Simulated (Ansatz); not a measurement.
`B[SiH](F)[SiH2]N` + CH₃OH → `B[SiH](F)OC` + `N[SiH3]`  (cleavage of the Si–Si bond)

Computed with Ansatz on PBE0-D4/def2-TZVP structures; ΔE is electronic, products minus reactants. CCSD(T)/CBS is the MP2 limit (def2-TZVPP, def2-QZVPP) plus CCSD(T) − MP2 in def2-TZVPP, frozen cores. This one scheme is used for every species. DFT in def2-TZVPP. Each species was taken in one conformer, which may not be the lowest.

Problem. Is it downhill or uphill in electronic energy at CCSD(T)/CBS, and by how much? (Best estimate.)

Solution. The calculation gave: Downhill: ΔE = -28.0 kcal/mol.

Problem. What do these levels give: PBE-D4, HF/def2-TZVPP, SCS-MP2/def2-TZVPP, MP2/def2-QZVPP, MP2/CBS(def2), CCSD/CBS(def2)? (Estimate.)

Solution. Computed: PBE-D4 -20.5, HF/def2-TZVPP -34.4, SCS-MP2/def2-TZVPP -31.5, MP2/def2-QZVPP -30.3, MP2/CBS(def2) -29.9, CCSD/CBS(def2) -28.8 kcal/mol.

Largest T1 diagnostic among the species: 0.013.

In def2-TZVPP, CCSD(T) changes the Hartree–Fock value by +5.9 kcal/mol (the triples alone add +0.8 kcal/mol) and MP2 by +3.9 kcal/mol. From PBE to PBE0 (25 % exact exchange), in def2-TZVPP and without D4, ΔE moves by −2.4 kcal/mol.
